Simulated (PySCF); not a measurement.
An unknown gives this computed stick spectrum. Computed with PySCF 2.14.0, density-fitted response routines, TDDFT B3LYP/def2-SVPD, vertical, gas phase, core orbitals frozen in the response. Geometries: GFN2-xTB, one conformer each.

```csv
state,E (eV),f,"main configurations (H = HOMO, L = LUMO)"
S1,6.16,0.012,"H→L (76%), H→L+2 (17%)"
S2,6.28,0.036,"H→L+1 (85%), H→L+2 (10%)"
S3,6.58,0.128,"H→L+2 (42%), H→L (18%), H→L+4 (11%)"
S4,6.77,0.049,"H→L+4 (72%), H→L+2 (19%)"
S5,6.86,0.022,H→L+3 (77%)
S6,7.13,0.018,H-1→L (92%)
S7,7.19,0.0008,H→L+5 (81%)
S8,7.30,0.020,"H→L+6 (65%), H-1→L+1 (16%), H→L+7 (10%)"
```

Orbital energies (eV): HOMO-3 -9.22, HOMO-2 -8.56, HOMO-1 -8.31, HOMO -7.24, LUMO -0.30, LUMO+1 -0.06, LUMO+2 0.16.

Task: Which structure fits? All have the formula CH11PSi3.
A. `[SiH3]C[SiH2]P[SiH3]`
B. `C[SiH2]P([SiH3])[SiH3]`
C. `[SiH3]C([SiH3])[SiH2]P`
D. `[SiH2]([Si@@H](P)[SiH3])C`

Result: C. Its S1, at 6.16 eV, is the highest among the candidates; the nearest of the others has S1 at 5.65 eV. S1 is HOMO→LUMO (76%), HOMO→LUMO+2 (17%). Löwdin shares by element: HOMO phosphorus 63%, silicon 15% or more, hydrogen 13% or more; LUMO silicon 41%, phosphorus 11% (atoms not listed hold the other 47%). At the same level the other candidates give, for their lowest levels:
- `C[SiH2]P([SiH3])[SiH3]`: 5.53 eV (f 0.011); 5.68 eV (f 0.029); 5.77 eV (f 0.001); 6.07 eV (f 0.061); 6.14 eV (f 0.054); T1 5.20 eV; HOMO -6.74, LUMO -0.27 eV
- `[SiH3]C[SiH2]P[SiH3]`: 5.65 eV (f 0.013); 5.99 eV (f 0.036); 6.26 eV (f 0.054); 6.40 eV (f 0.012); 6.48 eV (f 0.043); T1 5.24 eV; HOMO -6.94, LUMO -0.37 eV
- `C[SiH2][Si@H]([SiH3])P`: 5.30 eV (f 0.013); 5.67 eV (f 0.069); 6.03 eV (f 0.009); 6.11 eV (f 0.076); 6.34 eV (f 0.010); T1 4.91 eV; HOMO -6.93, LUMO -0.82 eV

Shape of the structure used: `[SiH3:1][CH:2]([SiH3:3])[SiH2:4][PH2:5]`: Si1–C2–Si4–P5 -169°, H–P5–Si4–C2 -91°, H–P5–Si4–C2 176°.
Triplets come from the Tamm–Dancoff approximation.
